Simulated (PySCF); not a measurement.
**Excitation energy of Bi⁺ by level of theory**

Bi⁺ [Xe] 4f14 5d10 6s2 6p2 (3P) → Bi⁺ [Xe] 4f14 5d10 6s1 6p3 (5S), as a difference of total energies. Calculation: PySCF 2.14, in x2c-TZVPPall; scalar relativity by spin-free X2C-1e. Correlated levels: valence: [Xe] 4f14 5d10 frozen; valence and next inner shell: [Kr] 4d10 4f14 frozen. The calculations carry no spin-orbit coupling.

```json
{"method": "UHF", "excitation energy (eV)": "6.238"}
{"method": "LDA", "excitation energy (eV)": "8.968"}
{"method": "PBE", "excitation energy (eV)": "8.652"}
{"method": "PBE0", "excitation energy (eV)": "8.190"}
{"method": "r2SCAN", "excitation energy (eV)": "8.038"}
{"method": "MN15", "excitation energy (eV)": "8.316"}
{"method": "BHandHLYP", "excitation energy (eV)": "8.206"}
{"method": "MP2 (valence)", "excitation energy (eV)": "6.884"}
{"method": "SCS-MP2 (valence)", "excitation energy (eV)": "7.172"}
{"method": "MP2 (valence and next inner shell)", "excitation energy (eV)": "7.972"}
{"method": "SCS-MP2 (valence and next inner shell)", "excitation energy (eV)": "8.102"}
```

Question: Estimate what B2PLYP gives.

Answer: 8.071 eV, closest to SCS-MP2 (valence and next inner shell) among the rows shown.

Question: Estimate what ROHF gives.

Answer: 6.306 eV, closest to UHF among the rows shown.

Spin-orbit coupling is strong in these open shells (close to jj coupling). The scalar numbers leave it out and a first-order estimate fails, so it can dominate the gap to the real levels.
